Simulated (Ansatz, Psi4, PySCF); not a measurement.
C6H15Al (SMILES C[CH2][Al]([CH2]C)[CH2]C), singlet, geometry from GFN2-xTB (such geometries of metal compounds can be far from the true shape). Base run: PySCF with MP2/6-31G*.

Here is a job for PySCF.
```python
from pyscf import gto, scf, mp

mol = gto.M(
    atom='''
Al    0.23254875   -0.09127216    0.17781867
C     1.60822037    0.29411525   -1.23879162
C     1.28366688    1.38923772   -2.26742086
H     1.87585448   -0.62020127   -1.79032132
H     2.53321401    0.57609625   -0.70786354
H     1.06813100    2.33432054   -1.77027088
H     0.41262384    1.11732709   -2.85999573
H     2.11890541    1.54863674   -2.95129636
C    -1.76368020   -0.03452995   -0.07842335
C    -2.25206622    0.36624641   -1.47916509
H    -2.21743853    0.64744823    0.65749449
H    -2.18599895   -1.02150165    0.16760771
H    -1.84026666   -0.30078311   -2.23581630
H    -1.93818296    1.38058695   -1.72020746
H    -3.34027682    0.32383459   -1.54743145
C     0.94484373   -0.58959003    1.99107131
C    -0.08642383   -1.31826703    2.86693314
H     1.30181723    0.29398901    2.54049732
H     1.83528786   -1.22749113    1.88612950
H    -0.38163133   -2.26093079    2.40736096
H    -0.98435636   -0.71320404    2.98806130
H     0.31181976   -1.53486371    3.85918757
''',
    basis='6-31g*',
    verbose=3,
)

mf = scf.RHF(mol)
mf.kernel()

pt = mp.MP2(mf)
pt.kernel()
print('E(MP2) = %.10f' % pt.e_tot)
```

The same geometry, method and basis name were run in Ansatz (a quantum-chemistry and plane-wave program) and Psi4 and PySCF, at each program's defaults and at the settings that a row names. The base is PySCF at its defaults. Differences at the defaults can come from grids, fitting, cores and function types together.

| code and settings | ΔE vs base (mEh) | basis functions | E (Eh) | SCF cycles |
|---|---|---|---|---|
| PySCF, defaults (exact integrals, spherical functions, all electrons correlated) | 0.000 | 132 | -478.69152 | 9 |
| Psi4, defaults (density fitting with its default set, Cartesian functions, all electrons correlated) | -25.877 | 139 | -478.71739 | 11 |
| Ansatz, defaults (factorised integrals, Cartesian functions, frozen core) | 13.212 | 139 | -478.67830 | - |
| PySCF, frozen core | 21.920 | 132 | -478.66960 | 9 |
| Psi4, exact integrals, spherical functions, frozen core | 21.920 | 132 | -478.66960 | 11 |
| Ansatz, high accuracy, frozen core, Cartesian functions as the basis file defines them | 13.200 | 139 | -478.67832 | - |
